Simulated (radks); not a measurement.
Results of a calculation; reference values are marked as such.
Ionisation of the titanium ion Ti3+, [Ar] 3d1, to [Ar] as the strength of local exchange is varied. Level of theory: scalar-relativistic Kohn-Sham, Slater X-alpha exchange (alpha = 2/3 is LDA exchange), no correlation, spin-polarised, spherical densities, finite nucleus; open shells are filled with parallel spins first; Fermi nuclear charge, rms radius 3.5921 fm (a radial shooting solver on a logarithmic mesh with Libxc functionals).

| alpha | E(Ti3+) (hartree) | exchange (hartree) | IE (eV) | -e of the level emptied (eV) | <r> of it (bohr) |
|---|---|---|---|---|---|
| 0.667 | -848.32086 | -37.53228 | 42.167 | 33.891 (3d) | 1.268 |
| 0.671 | -848.54607 | -37.76566 | 42.260 | 33.978 (3d) | 1.267 |
| 0.724 | -851.53482 | -40.86726 | 43.499 | 35.139 (3d) | 1.247 |
| 0.771 | -854.19249 | -43.63217 | 44.615 | 36.189 (3d) | 1.230 |
| 0.788 | -855.15546 | -44.63557 | 45.023 | 36.573 (3d) | 1.224 |
| 0.991 | -866.72332 | -56.75421 | 50.045 | 41.334 (3d) | 1.159 |
| 1.039 | -869.47714 | -59.65653 | 51.275 | 42.506 (3d) | 1.145 |

NIST Atomic Spectra Database: 43.267 eV (measured). The Delta-SCF value meets it near alpha = 0.71. Open shells are spherical and high-spin; term and fine-structure splittings are not resolved.
